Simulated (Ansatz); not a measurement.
`B[Si](F)(F)[SiH3]` + `CO[AsH2]` → `CO[AsH][SiH3]` + `B[SiH](F)F` at 500 K and 1 bar (cleavage of the Si–Si bond).

Isolated molecules relaxed with PBE0-D4/def2-TZVP in Ansatz; ΔE leaves out vibrations. CBS: MP2 limit from def2 TZ/QZ plus the TZ coupled-cluster correction, frozen cores. For As outer-core shells are correlated without core-valence functions, which leaves a few kJ/mol of doubt a bond. Scalar relativity is left out up to krypton. Each species was taken in one conformer, which may not be the lowest.

```csv
species,CCSD(T)/CBS energy (Eh),H − E (kJ/mol),S (J/(mol·K))
`B[Si](F)(F)[SiH3]`,-805.62947,188.0,452.1
`CO[AsH2]`,-2351.21577,183.5,338.9
`CO[AsH][SiH3]`,-2641.50192,244.8,433.3
`B[SiH](F)F`,-515.35308,127.5,369.5
```

H − E and S are ideal-gas, rigid-rotor, harmonic terms from PBE0-D4/def2-TZVP, for one conformer and one mirror image of each species. 1 Eh = 2625.50 kJ/mol, R = 8.31446 J/(mol·K).

Task: By hand: ΔE, ΔH, ΔS and ΔG.

Result: ΔE = (-2641.50192) + (-515.35308) − (-805.62947) − (-2351.21577) = -0.00976 Eh = -25.6 kJ/mol. Δ(H − E) = 244.8 + 127.5 − 188.0 − 183.5 = 0.8, so ΔH = -24.8 kJ/mol. ΔS = 433.3 + 369.5 − 452.1 − 338.9 = 11.8 J/(mol·K). ΔG = -24.8 − 500 × (11.8)/1000 = -30.7 kJ/mol.

Task: By hand: the equilibrium constant, and the temperature at which ΔG would vanish if ΔH and ΔS stayed fixed.

Result: log₁₀ K = −ΔG/(RT ln 10) = 3.2. ΔH and −TΔS have one sign here, so there is no such temperature.

The number of gas molecules stays the same, so ΔS is small and ΔH decides. A doubt of 5 kJ/mol in ΔE shifts log₁₀ K by 0.5 here. Other conformers and mirror images would add mixing entropy, several J/(mol·K) or more a flexible species. Modes under 60 cm⁻¹, often nearly free rotors, make the harmonic entropy too high. These are equilibria of isolated gas molecules and say nothing of rates. Largest T1 diagnostic: 0.013 (customary marks: 0.02 for closed shells, 0.045 for open ones).

ΔS is within the doubt of such terms, so its sign, and with it that verdict, could turn.
